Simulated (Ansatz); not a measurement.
A nudged elastic band was laid between two geometries of CH$_{2}$BrClOSi (7 atoms, charge 0, multiplicity 1).

Computed with RKS PBE0-D4/def2-SVP (Ansatz).

```
movable images  : 9
climbing image  : yes
spring          : 5.0 eV/Å²
optimiser       : quadratic models (default)
start path      : through a guess of the saddle point
force threshold : 0.5 eV/Å
iteration limit : 49
end points      : relaxed
```

Image 0:

```xyz
7
Properties=species:S:1:pos:R:3
Cl -0.387 -1.581 1.664
C -0.113 -0.805 0.104
Br -0.730 -1.922 -1.354
O 1.176 -0.322 -0.073
Si 0.079 1.004 -0.086
H 0.148 1.893 1.095
H -0.111 1.665 -1.396
```

Image 10:

```xyz
7
Properties=species:S:1:pos:R:3
Cl 0.246 -1.463 1.410
C -0.240 -0.436 0.077
Br -1.041 -1.493 -1.348
O 0.888 0.274 -0.451
Si -0.788 1.414 0.161
H -0.049 1.608 1.483
H 1.044 0.028 -1.377
```

Which bonds break or form, and what moves?

Bonds broken: Si5–H7. Bonds formed: O4–H7.

What energy profile does the band end with?

The run converged. The highest image is number 5 of 0 to 10, 2.36 eV above the first end and 1.18 eV above the last; the last end lies 1.18 eV above the first. The threshold of 0.5 eV/Å is loose, so the images may lie well off the minimum-energy path. Another band between the same ends (9 images) ends at a top of the same energy, where a vibrational analysis finds 1 clearly imaginary mode. The orbitals stay closed-shell, which can raise the energy where a bond breaks towards radicals; this wasn't checked here.

```csv
image,path coordinate (Å),energy (eV),Si5–H7 (Å),O4–H7 (Å)
0,0.00,0.00,1.48,2.71
1,0.33,0.07,1.47,2.59
2,0.67,0.40,1.46,2.33
3,1.00,1.07,1.46,2.03
4,1.34,1.85,1.50,1.71
5,1.67,2.36,1.61,1.34
6,1.95,1.92,1.82,1.06
7,2.24,1.56,2.10,0.99
8,2.52,1.37,2.32,0.97
9,2.81,1.22,2.54,0.97
10,3.09,1.18,2.77,0.97
```

What is the geometry of the highest image?


```xyz
7
Properties=species:S:1:pos:R:3
Cl -0.047 -1.352 1.599
C -0.133 -0.646 -0.017
Br -0.947 -1.866 -1.287
O 1.045 -0.135 -0.418
Si -0.471 1.242 -0.088
H -0.107 1.730 1.297
H 0.723 0.958 -1.132
```

The run took 4.1 min on 2 threads of Arm Neoverse V1, with other jobs on the host, peak memory 0.26 GiB.
